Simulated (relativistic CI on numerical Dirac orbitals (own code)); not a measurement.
# What each ingredient does to the levels of Mo¹⁸⁺

Base calculation: Dirac-Coulomb-Breit CI, separate exchange-only KLI orbitals for each configuration, model QED (radiative potential, 1s self-energy scaled to tabulated hydrogen-like ionisation energies), unscaled Slater integrals.

Configuration list (outside the closed core [Ne]): 3s²3p⁶3d⁶, 3s²3p⁵3d⁷, 3s²3p⁴3d⁸, 3s3p⁶3d⁷, 3p⁶3d⁸, 3s²3p⁶3d⁵4s, 3s3p⁵3d⁸, 3s²3p⁶3d⁵4p, 3s²3p⁶3d⁵4d, 3s²3p⁶3d⁵4f, 3s²3p⁶3d⁴4s², 3s²3p⁵3d⁶4s, 3s²3p⁴3d⁷4s, 3s²3p⁶3d⁴4s4p, 3s²3p⁴3d⁷4p, 3s²3p⁵3d⁶4p, 3s²3p⁶3d⁵5s, 3s²3p⁶3d⁴4p², 3s²3p⁶3d⁵5p, 3s²3p⁶3d⁴4s4d, 3s3p⁵3d⁷4s, 3s²3p⁶3d⁵5d, 3s3p⁶3d⁶4s, 3s3p⁵3d⁷4p, 3s²3p⁶3d⁵5f, 3s²3p⁵3d⁵4s², 3s3p⁶3d⁶4p, 3p⁶3d⁷4s, 3s²3p⁶3d⁵6p. Levels of other configurations are missing.

Variants: (1) configuration mixing switched off. Shifts of the energy above 3s²3p⁶3d⁶ ⁵D4, in cm⁻¹, for the lowest level and the first level of each name with at least 55 % of one term (blank where a level changes its place among those of its configuration and J or its character, or is not in the variant):

```
        Level      Base     Δ(1)
3s²3p⁶3d⁶ ⁵D4       0.0      0.0
3s²3p⁶3d⁶ ⁵D3   15949.2   -251.7
3s²3p⁶3d⁶ ⁵D2   19368.9   +992.0
3s²3p⁶3d⁶ ⁵D1   26048.3   +537.9
3s²3p⁶3d⁶ ⁵D0   27845.0   +776.4
3s²3p⁶3d⁶ ³P2   70775.3  +7931.8
3s²3p⁶3d⁶ ³H6   78927.1  -3952.7
3s²3p⁶3d⁶ ³H5   79804.6  -2590.7
3s²3p⁶3d⁶ ³F3   88252.2  +2921.9
3s²3p⁶3d⁶ ³F2   91296.8  +4519.4
3s²3p⁶3d⁶ ³H4   97070.9         
3s²3p⁶3d⁶ ³P1  108341.1  +7002.4
3s²3p⁶3d⁶ ³G5  109451.2  -1788.4
3s²3p⁶3d⁶ ³G4  113277.3   +560.7
```

At this charge energies of transitions that change n are usually good to better than 1 %, and those within a shell (Δn = 0) to a few per cent. Terms inside the open d or f shell come out 10 to 20 % too wide with unscaled integrals.

Ionisation energy from the two ground configurations alone: base 757.37 eV. The NIST ASD value (theoretical) is 758 eV.

LS names give the leading component of a level, which can be under half, so a name can repeat, a term be missing and a line seem to break the LS rules.
